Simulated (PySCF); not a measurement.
An EPR job on `FB(F)C1=CC[CH][SiH2]1` [radical].

Method: UKS B3LYP, pcH-1 on B C F H Si, non-relativistic, mean-field spin-orbit, GIAO (PySCF 2.14.0). Geometry: GFN2-xTB. The input is one job of a driver script: a line of settings, then coordinates in Å.

Command:
```bash
OMP_NUM_THREADS=1 python probes_run.py task.json out
```

Input:
```
{"job": {"kind": "epr", "basis": "pcH-1"}, "charge": 0, "multiplicity": 2}
F      3.255205     0.373462     0.198036
B      2.305645    -0.540492     0.047479
F      2.784272    -1.773878    -0.059327
C      0.814324    -0.194455     0.010235
C     -0.152387    -1.117663    -0.111324
C     -1.576332    -0.666980    -0.124583
C     -1.619907     0.806716     0.002653
Si     0.075272     1.543547     0.133819
H      0.047763    -2.177744    -0.197747
H     -2.070760    -1.005163    -1.045888
H     -2.131885    -1.154010     0.688897
H     -2.580862     1.292116     0.011282
H      0.377345     2.206270     1.409542
H      0.471629     2.407802    -0.985241
```

Q: Give the output.

A: 
```
UKS, coarse grid
  cycle   1  E = -670.06712203  |g| = 5.40e-01
  cycle   2  E = -669.98325234  |g| = 7.64e-01
  cycle   3  E = -670.17021496  |g| = 4.61e-02
  cycle   4  E = -670.17057842  |g| = 3.35e-02
  cycle   5  E = -670.17111485  |g| = 8.64e-03
  cycle   6  E = -670.17114887  |g| = 4.54e-03
  cycle   7  E = -670.17115917  |g| = 1.23e-03
  cycle   8  E = -670.17116008  |g| = 4.00e-04
UKS, final grid
  cycle   1  E = -670.17118576  |g| = 4.61e-04
  cycle   2  E = -670.17118563  |g| = 7.09e-04
  cycle   3  E = -670.17118587  |g| = 1.21e-04
  cycle   4  E = -670.17118588  |g| = 2.98e-05
E = -670.17118588 Eh   <S^2> = 0.7537 (exact 0.7500)
g shifts (ppm)      1          2          3
  rmc          -124       -124       -124
  gc             -2         26         18
  oz_so          28        460        763
  total         -98        362        656
hyperfine (MHz)  atom isotope    a_iso     a_fc   dipolar eigenvalues
    0   19F      -0.31      -0.30     -1.32     -0.21      1.53
    1   11B      -0.50      -0.50     -0.39     -0.21      0.60
    2   19F      -0.86      -0.86     -1.18      0.02      1.16
    3   13C      -2.55      -2.55     -1.76     -0.24      2.00
    4   13C       1.26       1.26     -2.31      0.43      1.88
    5   13C     -30.42     -30.43     -2.60      0.72      1.88
    6   13C      80.32      80.42    -76.02    -74.83    150.85
    7  29Si      47.28      47.36     -2.59     -0.75      3.34
    8    1H      -2.92      -2.92     -2.26     -1.49      3.75
    9    1H      97.20      97.20     -5.27     -3.49      8.76
   10    1H      97.87      97.87     -5.29     -3.47      8.76
   11    1H     -57.32     -57.33    -36.28     -0.68     36.96
   12    1H      61.10      61.10     -3.30     -1.81      5.11
   13    1H      61.62      61.62     -3.31     -1.80      5.11
```

rmc, gc and oz_so are the mass-correction, gauge-correction and orbital-Zeeman/spin–orbit parts of the g shift along its three principal axes; a_iso is the isotropic hyperfine coupling and a_fc its Fermi-contact part. Atoms in this output count from 0.

Q: Get g_iso from the total shifts.

A: Their mean is 307 ppm; added to g_e = 2.002319 it gives 2.00263.

Q: How far is ⟨S²⟩ from the pure-spin value?

A: S = 0.5 gives S(S+1) = 0.75; the run has 0.7537, 0.0037 more.

Summary of the converged run: ⟨S²⟩ 0.754; g_iso 2.0026.

Geometry: GFN2-xTB, one conformer, isolated molecule.

Q: Estimate the wall time. Hardware: one thread, Arm Neoverse V2 (aarch64), shared host with 32 logical CPUs at a one-minute load of 28. And the peak memory of the process?

A: About 80 s (density and orbital grids were written too), with 0.97 GiB resident at the peak, the Python interpreter and its libraries included.
Labels such as C1 count atoms from 1, the log's own numbers from 0.
